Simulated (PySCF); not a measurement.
I²⁺ (iodine, charge +2) across methods

[Kr] 4d10 5s2 5p3, high-spin 4S determinant. Calculation: PySCF 2.14, in aug-cc-pwCVDZ-PP with ECP28MDF (6s5p4d1f, 48 functions); a scalar-relativistic core potential.

```
 method  E (hartree)  mean ε 5s α (eV)  mean ε 5s β (eV)  mean ε 5p α (eV)  Σ⟨r²⟩ (bohr²)   ⟨S²⟩
    UHF   -293.65488           -45.295           -37.248           -30.281          40.42  3.751
    PBE    -294.5910           -37.029           -34.545           -25.447          40.02  3.751
   PBE0    -294.6160           -39.349           -35.581           -26.866          40.01  3.751
   BLYP    -294.5548           -36.734           -34.704           -25.117          40.08  3.750
wB97X-V    -294.5820           -42.113           -38.321           -29.080          40.04  3.751
    M06    -294.6682           -38.691           -36.294           -26.498          40.02  3.750
 r2SCAN    -294.7223           -37.974           -34.455           -25.962          39.93  3.751
   MN15    -293.8860           -40.354           -36.664           -27.544          40.04  3.751
    LDA    -294.1641           -37.214           -35.102           -25.513          40.02  3.750
```

Energies and moments cover only the electrons outside the core potential.
